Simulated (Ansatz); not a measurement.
Born–Oppenheimer molecular dynamics of Cl$_{2}$F$_{3}$HW (7 atoms, charge 0, multiplicity 1). It goes on from the last frame of an earlier run, with new velocities.

Method: RKS B3LYP-D4/def2-SVP (Ansatz).

```
ensemble        : NVT, Nosé–Hoover chain
time step       : 0.5 fs
steps asked     : 166
set temperature : 700 K
thermostat      : time constant 100 fs, chain length 3 (defaults)
seed            : 548955
```

Frames 5 fs apart, positions in Å.

Velocities at 0 fs (Å/ps):

```
W 0.11 -0.78 -2.47
Cl -2.14 0.11 4.66
Cl 6.31 5.16 0.14
H -24.66 -0.22 32.27
F 1.02 -0.58 4.92
F -8.28 -1.72 3.26
F -0.26 0.07 5.09
```

```xyz
7
Properties=species:S:1:pos:R:3 time_fs=0 energy_less_start_eV=0.000 T=700
W -0.085 -0.310 0.139
Cl 0.240 -0.170 2.284
Cl 1.972 0.425 -0.038
H -0.749 1.315 0.344
F -1.859 -0.559 0.561
F -0.154 -2.162 0.065
F -0.616 0.001 -1.577
7
Properties=species:S:1:pos:R:3 time_fs=5 energy_less_start_eV=-0.103 T=860
W -0.085 -0.313 0.127
Cl 0.231 -0.170 2.316
Cl 2.009 0.454 -0.041
H -0.806 1.235 0.472
F -1.865 -0.565 0.587
F -0.195 -2.178 0.079
F -0.617 0.003 -1.564
7
Properties=species:S:1:pos:R:3 time_fs=10 energy_less_start_eV=-0.166 T=956
W -0.086 -0.316 0.117
Cl 0.223 -0.169 2.362
Cl 2.052 0.484 -0.050
H -0.758 1.114 0.507
F -1.888 -0.575 0.613
F -0.234 -2.201 0.091
F -0.619 0.012 -1.577
7
Properties=species:S:1:pos:R:3 time_fs=15 energy_less_start_eV=-0.187 T=985
W -0.086 -0.321 0.110
Cl 0.217 -0.170 2.413
Cl 2.093 0.515 -0.063
H -0.751 1.205 0.488
F -1.917 -0.587 0.635
F -0.269 -2.224 0.101
F -0.622 0.028 -1.610
7
Properties=species:S:1:pos:R:3 time_fs=20 energy_less_start_eV=0.003 T=687
W -0.086 -0.326 0.106
Cl 0.213 -0.171 2.462
Cl 2.126 0.542 -0.079
H -0.727 1.281 0.398
F -1.939 -0.596 0.649
F -0.300 -2.237 0.108
F -0.621 0.047 -1.650
7
Properties=species:S:1:pos:R:3 time_fs=25 energy_less_start_eV=0.187 T=400
W -0.088 -0.331 0.105
Cl 0.210 -0.173 2.501
Cl 2.148 0.565 -0.097
H -0.673 1.200 0.272
F -1.944 -0.598 0.652
F -0.325 -2.235 0.112
F -0.612 0.064 -1.680
7
Properties=species:S:1:pos:R:3 time_fs=30 energy_less_start_eV=0.235 T=324
W -0.090 -0.337 0.105
Cl 0.207 -0.175 2.528
Cl 2.155 0.582 -0.115
H -0.737 1.213 0.221
F -1.931 -0.590 0.645
F -0.343 -2.222 0.112
F -0.592 0.074 -1.692
7
Properties=species:S:1:pos:R:3 time_fs=35 energy_less_start_eV=0.205 T=371
W -0.092 -0.343 0.108
Cl 0.206 -0.177 2.541
Cl 2.147 0.592 -0.134
H -0.845 1.235 0.257
F -1.903 -0.575 0.630
F -0.355 -2.200 0.106
F -0.561 0.076 -1.685
7
Properties=species:S:1:pos:R:3 time_fs=40 energy_less_start_eV=0.095 T=542
W -0.094 -0.346 0.112
Cl 0.205 -0.179 2.539
Cl 2.125 0.596 -0.152
H -0.840 1.117 0.333
F -1.874 -0.556 0.609
F -0.361 -2.178 0.096
F -0.521 0.070 -1.660
7
Properties=species:S:1:pos:R:3 time_fs=45 energy_less_start_eV=0.003 T=686
W -0.094 -0.347 0.118
Cl 0.205 -0.182 2.523
Cl 2.090 0.593 -0.170
H -0.793 1.120 0.433
F -1.859 -0.540 0.587
F -0.362 -2.166 0.081
F -0.475 0.060 -1.627
7
Properties=species:S:1:pos:R:3 time_fs=50 energy_less_start_eV=-0.114 T=871
W -0.090 -0.346 0.128
Cl 0.207 -0.185 2.496
Cl 2.044 0.585 -0.186
H -0.717 1.261 0.509
F -1.867 -0.526 0.564
F -0.360 -2.170 0.063
F -0.428 0.050 -1.599
7
Properties=species:S:1:pos:R:3 time_fs=55 energy_less_start_eV=-0.286 T=1138
W -0.084 -0.341 0.141
Cl 0.211 -0.189 2.460
Cl 1.992 0.574 -0.201
H -0.567 1.265 0.477
F -1.896 -0.511 0.541
F -0.353 -2.190 0.043
F -0.385 0.043 -1.589
```

Of the whole run (83 fs, mean temperature of the second half 841 K): The conserved energy stayed within 0.046 meV per atom of its start (net change 0.01 meV per atom), so the integration is sound. The mean temperature of the second half is 20 % above the set value. A run of 0.083 ps of so small a system gives no equilibrium averages.

The run took 6.4 min on 4 threads of Intel(R) Xeon(R) Platinum 8375C CPU @ 2.90GHz (Ice Lake), on a shared host, peak memory 0.32 GiB.
